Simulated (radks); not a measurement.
The numbers below are computed, except where a source is named.
These are the eigenvalues of the occupied orbitals of an atom or ion with whole-number occupations (hartree). Level of theory: Dirac Kohn-Sham, B86b exchange with PBE correlation, spin-unpolarised, spherical densities, point nucleus (a radial shooting solver on a logarithmic mesh with Libxc functionals).

orbital  eigenvalue
1s1/2     -3053.480
2s1/2     -541.7486
2p1/2     -519.7258
2p3/2     -448.1233
3s1/2     -129.5072
3p1/2     -119.6110
3p3/2     -103.7502
3d3/2     -87.41106
3d5/2     -84.01380
4s1/2     -29.46034
4p1/2     -25.22041
4p3/2     -21.39115
4d3/2     -14.47390
4d5/2     -13.76016
5s1/2      -5.58618
4f5/2      -4.86061
4f7/2      -4.70646
5p1/2      -4.18568
5p3/2      -3.50875
5d3/2      -1.60454
5d5/2      -1.52859

Which element is it, and in what charge state? The configuration may be excited. Open shells, if any, fill j = l - 1/2 first.

Answer. Z = 80, mercury, charge +3: Hg3+ in [Xe] 4f14 5d9. The list shows which subshells hold electrons but not how many an open one holds; the 1s level, -3053.5 hartree, gives Z - s = 78.1 by -(Z - s)^2/2, which with screening and relativity narrows Z to a few neighbours, and the depths of the outer levels then fix element, charge and occupations together.
